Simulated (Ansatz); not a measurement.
**Worked example: the enthalpy of formation of BCl3 (boron trichloride)**

BCl3: 4 atoms, total charge 0, spin state singlet. SMILES: `ClB(Cl)Cl`. The shape is that of a PBE0-D4/def2-TZVP optimisation.

```jsonl
{"atom": "Cl", "x (Å)": "-0.2579", "y (Å)": "0.5164", "z (Å)": "1.6383"}
{"atom": "B", "x (Å)": "0.0000", "y (Å)": "0.0000", "z (Å)": "0.0000"}
{"atom": "Cl", "x (Å)": "0.9420", "y (Å)": "-1.4231", "z (Å)": "-0.3240"}
{"atom": "Cl", "x (Å)": "-0.6841", "y (Å)": "0.9066", "z (Å)": "-1.3143"}
```

Total energies at B3LYP/6-311+G** (Ansatz 0.2.0); the atoms run unrestricted:

```tsv
species	state	energy (Eh)
BCl3	singlet	-1405.656929
Cl	doublet	-460.166882
B	doublet	-24.662466
```

Harmonic wavenumbers at PBE0-D4/def2-TZVP, in cm⁻¹: 253, 253, 458, 476, 976, 976.

Measured heats of formation of the gaseous atoms at 298.15 K, in kJ/mol: Cl 121.3, B 570.3. Spin-orbit lowering of the atoms at 298 K (mean of the ground term's levels less their thermal mean, from spectra), in kJ/mol: Cl 3.44, B 0.00. Take 1 Eh = 2625.50 kJ/mol, 1 cm⁻¹ = 0.0119627 kJ/mol, RT = 2.479 kJ/mol.

Question: Work out the heat of formation of the gas at 298 K.

Answer: 
1. Electronic atomisation energy: 3 × (-460.166882) + (-24.662466) − (-1405.656929) = 0.493817 Eh = 1296.5 kJ/mol.
2. Zero-point energy: half the sum of the wavenumbers, 1696 cm⁻¹ = 20.3 kJ/mol.
3. Thermal vibrational enthalpy, Σ hcν̃/(exp(hcν̃/kT) − 1): 4.1 kJ/mol. Translation, rotation and pV of a non-linear molecule: 4 RT = 9.9 kJ/mol.
4. The 4 free atoms carry 5/2 RT each: 24.8 kJ/mol.
5. Spin-orbit coupling lowers the free atoms by 3 × 3.44 + 0.00 = 10.3 kJ/mol.
6. Atomisation enthalpy at 298 K: 1296.5 − 10.3 − 20.3 − 4.1 − 9.9 + 24.8 = 1276.7 kJ/mol.
7. Sum of the atoms' heats of formation: 934.2 kJ/mol. Heat of formation: 934.2 − 1276.7 = -342.5 kJ/mol.

The tabulated value is -403.0 kJ/mol (NIST-JANAF tables; in doubt: it rests on an older heat of the boron atom), so this level is off by +60.5 kJ/mol, or 4.5 % of the atomisation enthalpy that the table implies (1337.2 kJ/mol). Anharmonicity and any spin-orbit splitting of the molecule are left out.
